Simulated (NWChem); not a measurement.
All runs are NWChem calculations. System: C3H3ClF2, charge 0, spin multiplicity 1, at a geometry optimised with PBE0/def2-SVP. The structure started from a generated list of species. Level: B3LYP/def2-SVP, VWN1-RPA local correlation.

Part of the output:

```
             Northwest Computational Chemistry Package (NWChem) 7.3.0
             --------------------------------------------------------

                                NWChem Input Module
                                -------------------

 Scaling coordinates for geometry "geometry" by  1.889725989
 (inverse scale =  0.529177249)

                             Geometry "geometry" -> ""
                             -------------------------

 Output coordinates in angstroms (scale by  1.889725989 to convert to a.u.)

  No.       Tag          Charge          X              Y              Z
 ---- ---------------- ---------- -------------- -------------- --------------
    1 C                    6.0000    -1.57451300    -0.57449100    -0.71315600
    2 C                    6.0000    -0.52485100     0.07243500    -0.21583400
    3 Cl                  17.0000    -0.64752300     1.60875700     0.56622000
    4 C                    6.0000     0.89137700    -0.43865400    -0.27679500
    5 F                    9.0000     0.93325500    -1.61018100    -0.94079100
    6 F                    9.0000     1.36717500    -0.64388500     0.96750000
    7 H                    1.0000    -1.42377700    -1.53958500    -1.19956700
    8 H                    1.0000    -2.58161000    -0.16028700    -0.64663800
    9 H                    1.0000     1.55733000     0.28186200    -0.78520900

 Effective nuclear repulsion energy (a.u.)     294.4672539731

            Nuclear Dipole moment (a.u.)
            ----------------------------
        X                 Y               Z
 ---------------- ---------------- ----------------
    -0.0000000000     0.0000094486    -0.0000056692


 Summary of "ao basis" -> "" (spherical)
 ------------------------------------------------------------------------------
       Tag                 Description            Shells   Functions and Types
 ---------------- ------------------------------  ------  ---------------------
 *                          def2-svp                  on all atoms

                                 NWChem DFT Module
                                 -----------------

 Summary of "ao basis" -> "ao basis" (spherical)
 ------------------------------------------------------------------------------
       Tag                 Description            Shells   Functions and Types
 ---------------- ------------------------------  ------  ---------------------
 C                          def2-svp                 6       14   3s2p1d
 Cl                         def2-svp                 8       18   4s3p1d
 F                          def2-svp                 6       14   3s2p1d
 H                          def2-svp                 3        5   2s1p

 Summary of "ao basis" -> "ao basis" (spherical)
 ------------------------------------------------------------------------------
       Tag                 Description            Shells   Functions and Types
 ---------------- ------------------------------  ------  ---------------------
 C                          def2-svp                 6       14   3s2p1d
 Cl                         def2-svp                 8       18   4s3p1d
 F                          def2-svp                 6       14   3s2p1d
 H                          def2-svp                 3        5   2s1p

            General Information
            -------------------
          SCF calculation type: DFT
          Wavefunction type:  closed shell.
          No. of atoms     :     9
          No. of electrons :    56
           Alpha electrons :    28
            Beta electrons :    28
          Charge           :     0
          Spin multiplicity:     1
          Use of symmetry is: off; symmetry adaption is: off
          Maximum number of iterations: 100
          AO basis - number of functions:   103
                     number of shells:    47
          Convergence on energy requested:  1.00D-06
          Convergence on density requested:  1.00D-05
          Convergence on gradient requested:  5.00D-04

              XC Information
              --------------
                         B3LYP Method XC Potential
                     Hartree-Fock (Exact) Exchange  0.200
                        Slater Exchange Functional  0.800 local
[...]
          dE off:    2 iters        100 iters           100 iters

      Screening Tolerance Information
      -------------------------------
          Density screening/tol_rho:  1.00D-10
          AO Gaussian exp screening on grid/accAOfunc:  14
          CD Gaussian exp screening on grid/accCDfunc:  20
          XC Gaussian exp screening on grid/accXCfunc:  20
          Schwarz screening/accCoul:  1.00D-08

      Superposition of Atomic Density Guess
      -------------------------------------

 Sum of atomic energies:        -772.28081055

      Non-variational initial energy
      ------------------------------

 Total energy =    -774.726244
 1-e energy   =   -1652.264021
 2-e energy   =     583.070524
 HOMO         =      -0.296358
 LUMO         =       0.015567

------------------------------------------------------------
EAF file 0: "./mol.aoints.0" size=524288 bytes
------------------------------------------------------------
               write      read    awrite     aread      wait
               -----      ----    ------     -----      ----
     calls:        1         0         0         0         0
   data(b): 5.24e+05  0.00e+00  0.00e+00  0.00e+00
   time(s): 0.00e+00  0.00e+00  0.00e+00  0.00e+00  0.00e+00
rate(mb/s): 0.00e+00  0.00e+00
------------------------------------------------------------

   convergence    iter        energy       DeltaE   RMS-Dens  Diis-err    time
 ---------------- ----- ----------------- --------- --------- ---------  ------
 d= 0,ls=0.0,diis     1   -775.4603923055 -1.07D+03  2.01D-02  1.31D+00     3.0
 d= 0,ls=0.0,diis     2   -775.3265011619  1.34D-01  1.06D-02  2.80D+00     3.8
 d= 0,ls=0.0,diis     3   -775.5995615747 -2.73D-01  2.44D-03  6.82D-02     4.6
 d= 0,ls=0.0,diis     4   -775.6044368692 -4.88D-03  1.08D-03  2.40D-02     5.4
 d= 0,ls=0.0,diis     5   -775.6073317324 -2.89D-03  2.59D-04  1.49D-03     6.3
  Resetting Diis
 d= 0,ls=0.0,diis     6   -775.6074763799 -1.45D-04  5.69D-05  3.86D-05     7.0
 d= 0,ls=0.0,diis     7   -775.6074808871 -4.51D-06  2.37D-05  2.38D-06     7.9
 d= 0,ls=0.0,diis     8   -775.6074807781  1.09D-07  1.21D-05  3.80D-06     8.7
 d= 0,ls=0.0,diis     9   -775.6074811268 -3.49D-07  2.10D-06  7.82D-08     9.6

         Total DFT energy =     -775.607481126799
      One electron energy =    -1654.712904276909
           Coulomb energy =      651.213222840503
    Exchange-Corr. energy =      -66.575053663465
 Nuclear repulsion energy =      294.467253973073

 Numeric. integr. density =       55.999997475193

     Total iterative time =      9.1s

                       DFT Final Molecular Orbital Analysis
                       ------------------------------------

 Vector   26  Occ=2.000000D+00  E=-3.587847D-01
              MO Center=  5.2D-01, -1.8D-01, -8.5D-02, r^2= 3.4D+00
   Bfn.  Coefficient  Atom+Function         Bfn.  Coefficient  Atom+Function
  ----- ------------  ---------------      ----- ------------  ---------------
    78      0.300275  6 F  px                99      0.286182  9 H  s
    64      0.240393  5 F  px                50      0.237592  4 C  px
    39     -0.206321  3 Cl px                81     -0.206456  6 F  px
    18     -0.198153  2 C  px                36     -0.168032  3 Cl px
    67     -0.164110  5 F  px               100      0.146342  9 H  s

 Vector   27  Occ=2.000000D+00  E=-3.229665D-01
              MO Center= -4.6D-01,  1.2D+00,  3.9D-01, r^2= 2.3D+00
   Bfn.  Coefficient  Atom+Function         Bfn.  Coefficient  Atom+Function
  ----- ------------  ---------------      ----- ------------  ---------------
    39      0.593536  3 Cl px                36      0.440335  3 Cl px
    33      0.254020  3 Cl px                50      0.165213  4 C  px
    18     -0.162783  2 C  px                64      0.140019  5 F  px
    78      0.110324  6 F  px                67     -0.097380  5 F  px
    48     -0.086165  4 C  s                 41      0.085564  3 Cl pz

 Vector   28  Occ=2.000000D+00  E=-2.774436D-01
              MO Center= -9.4D-01,  3.8D-01, -1.2D-01, r^2= 2.7D+00
   Bfn.  Coefficient  Atom+Function         Bfn.  Coefficient  Atom+Function
  ----- ------------  ---------------      ----- ------------  ---------------
    41      0.396816  3 Cl pz                 6     -0.328098  1 C  pz
    38      0.275942  3 Cl pz                20     -0.274527  2 C  pz
     9     -0.233190  1 C  pz                40     -0.201242  3 Cl py
     5      0.171658  1 C  py                35      0.158899  3 Cl pz
    23     -0.156570  2 C  pz                19      0.143203  2 C  py

 Vector   29  Occ=0.000000D+00  E=-2.883190D-02
              MO Center= -9.0D-01, -2.2D-01, -4.2D-01, r^2= 2.6D+00
   Bfn.  Coefficient  Atom+Function         Bfn.  Coefficient  Atom+Function
  ----- ------------  ---------------      ----- ------------  ---------------
     9      0.515958  1 C  pz                23     -0.474468  2 C  pz
    20     -0.387393  2 C  pz                 6      0.367783  1 C  pz
     8     -0.306125  1 C  py                22      0.294463  2 C  py
   100     -0.220052  9 H  s                 41      0.204904  3 Cl pz
    19      0.202671  2 C  py                 5     -0.196390  1 C  py

 Vector   30  Occ=0.000000D+00  E= 3.708341D-02
              MO Center= -7.0D-01,  5.7D-01, -4.0D-02, r^2= 3.7D+00
   Bfn.  Coefficient  Atom+Function         Bfn.  Coefficient  Atom+Function
  ----- ------------  ---------------      ----- ------------  ---------------
    40      0.707039  3 Cl py                95     -0.672449  8 H  s
    32     -0.565435  3 Cl s                 22      0.533523  2 C  py
    17      0.523321  2 C  s                100     -0.445696  9 H  s
    19      0.389297  2 C  py                41      0.343545  3 Cl pz
    90      0.342390  7 H  s                 16      0.321333  2 C  s

 Vector   31  Occ=0.000000D+00  E= 8.542846D-02
              MO Center=  4.8D-01,  2.9D-02, -9.2D-01, r^2= 6.1D+00
   Bfn.  Coefficient  Atom+Function         Bfn.  Coefficient  Atom+Function
  ----- ------------  ---------------      ----- ------------  ---------------
   100      1.688339  9 H  s                 49     -1.456541  4 C  s
     3     -1.193361  1 C  s                 90      0.923987  7 H  s
    17      0.903640  2 C  s                 54     -0.709266  4 C  py
    95      0.590433  8 H  s                 40      0.243874  3 Cl py
    51     -0.237557  4 C  py                32     -0.226937  3 Cl s

 center of mass
 --------------
 x =   0.06915546 y =   0.01206688 z =   0.05376228

 moments of inertia (a.u.)
 ------------------
         757.968293578436         260.516512063451         -34.125976328069
         260.516512063451         629.069584021503        -202.500938062982
         -34.125976328069        -202.500938062982         988.550837777773

     Multipole analysis of the density
     ---------------------------------

     L   x y z        total         alpha         beta         nuclear
     -   - - -        -----         -----         ----         -------
     0   0 0 0     -0.000000    -28.000000    -28.000000     56.000000

     1   1 0 0     -0.324897     -0.162449     -0.162449     -0.000000
     1   0 1 0      0.160673      0.080332      0.080332      0.000009
     1   0 0 1     -0.469887     -0.234941     -0.234941     -0.000006

     2   2 0 0    -28.006084   -128.635739   -128.635739    229.265393
     2   1 1 0      1.872935     60.320129     60.320129   -118.767323
     2   1 0 1     -0.228079    -10.578709    -10.578709     20.929340
     2   0 2 0    -30.769797   -152.343795   -152.343795    273.917794
     2   0 1 1      0.177028    -50.503673    -50.503673    101.184374
     2   0 0 2    -30.541987    -65.453347    -65.453347    100.364707

 Task  times  cpu:        9.6s     wall:        9.6s

 Total times  cpu:        9.6s     wall:        9.6s
```

Write an NWChem input that would produce this output.

Several could match; the one computed here: 
```
start mol
memory heap 200 mb stack 800 mb global 1000 mb
geometry units angstroms nocenter noautoz noautosym
  C     -1.574513    -0.574491    -0.713156
  C     -0.524851     0.072435    -0.215834
  Cl    -0.647523     1.608757     0.566220
  C      0.891377    -0.438654    -0.276795
  F      0.933255    -1.610181    -0.940791
  F      1.367175    -0.643885     0.967500
  H     -1.423777    -1.539585    -1.199567
  H     -2.581610    -0.160287    -0.646638
  H      1.557330     0.281862    -0.785209
end
basis spherical
  * library def2-svp
end
dft
  xc b3lyp
  semidirect memsize 60000000 filesize 0
  iterations 100
end
task dft energy
```
